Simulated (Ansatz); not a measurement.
C2H5S (SMILES CC[S]) moved off its minimum; all values from Ansatz (a program for electronic structure), cores frozen in correlated methods. Open shells are unrestricted.
(charge 0, multiplicity 2)
```xyz
8

C      1.6419    -0.3085    -0.0695
C      0.1605    -0.6929    -0.2128
S     -1.0282     0.6024     0.1487
H      1.8134     0.0553     0.9478
H      2.2842    -1.1641    -0.3280
H      1.8375     0.5417    -0.7606
H     -0.1123    -1.5109     0.4646
H     -0.0583    -1.0936    -1.2167
```

Question: Give the forces (eV/Å), the total energy and the dipole at CCSD(T)/cc-pV(T+d)Z.

Answer: 
```csv
atom,Fx,Fy,Fz
C1,-0.527,0.597,-0.473
C2,0.161,-0.514,-0.268
S3,-0.026,0.159,-0.001
H4,0.230,-0.200,-0.108
H5,-0.073,0.329,0.197
H6,0.119,-0.581,0.385
H7,0.068,0.003,0.065
H8,0.046,0.207,0.202
```
Energy -476.7675 hartree, dipole 1.63 D.
